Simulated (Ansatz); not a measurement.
Input file:

```yaml
crystal:
  periodic: [false, false, false]
  atoms:
    - { symbol: Si, position_ang: [0.113177, -0.147801, -0.076578] }
    - { symbol: H, position_ang: [0.249812, -0.248388, 1.366424] }
    - { symbol: "N", position_ang: [1.63801, -0.042788, -0.969212] }
    - { symbol: C, position_ang: [2.570177, -1.188857, -0.722423] }
    - { symbol: H, position_ang: [1.988292, -2.127296, -0.744636] }
    - { symbol: H, position_ang: [3.33844, -1.228517, -1.517374] }
    - { symbol: H, position_ang: [3.100349, -1.130247, 0.254088] }
    - { symbol: C, position_ang: [2.372968, 1.258, -0.918555] }
    - { symbol: H, position_ang: [3.184547, 1.254526, -1.670064] }
    - { symbol: H, position_ang: [1.684673, 2.085531, -1.162454] }
    - { symbol: H, position_ang: [2.838197, 1.476133, 0.069241] }
    - { symbol: C, position_ang: [-0.922421, 1.360413, -0.499263] }
    - { symbol: H, position_ang: [-1.959522, 1.220501, -0.168762] }
    - { symbol: H, position_ang: [-0.539052, 2.261905, -0.005932] }
    - { symbol: H, position_ang: [-0.93831, 1.547527, -1.57963] }
    - { symbol: "N", position_ang: [-0.559987, -1.696287, -0.597054] }
    - { symbol: C, position_ang: [-1.716531, -2.220762, 0.190613] }
    - { symbol: H, position_ang: [-1.488053, -2.155621, 1.269227] }
    - { symbol: H, position_ang: [-2.671054, -1.677665, 0.007946] }
    - { symbol: H, position_ang: [-1.88994, -3.283747, -0.062126] }
    - { symbol: C, position_ang: [-0.812852, -1.816508, -2.067126] }
    - { symbol: H, position_ang: [-1.726087, -1.280764, -2.408876] }
    - { symbol: H, position_ang: [0.055068, -1.402472, -2.610369] }
    - { symbol: H, position_ang: [-0.928202, -2.880914, -2.345405] }
basis:
  gaussian: { orbitals: STO-3G }
hamiltonian:
  xc: b3lyp
  dispersion: d4
md:
  timestep: 0.5
  n_steps: 141
  ensemble: nvt_langevin
  temperature: 2000.0
  initial_velocities: maxwell_boltzmann
  seed: 323115
  friction: 0.02
```

Command:

```bash
$ ansatz run input.yaml --threads 1 --pin off --max-ram 2048MiB --backend cpu --events-out ev --progress --plain --runs-dir out
```

Hardware: 1 thread of AMD EPYC (Zen 3), on a shared host.

Task: Roughly how long does this run take, and how much memory?

Result: 29 min, with a peak of 0.19 GiB, for 142 ionic steps.
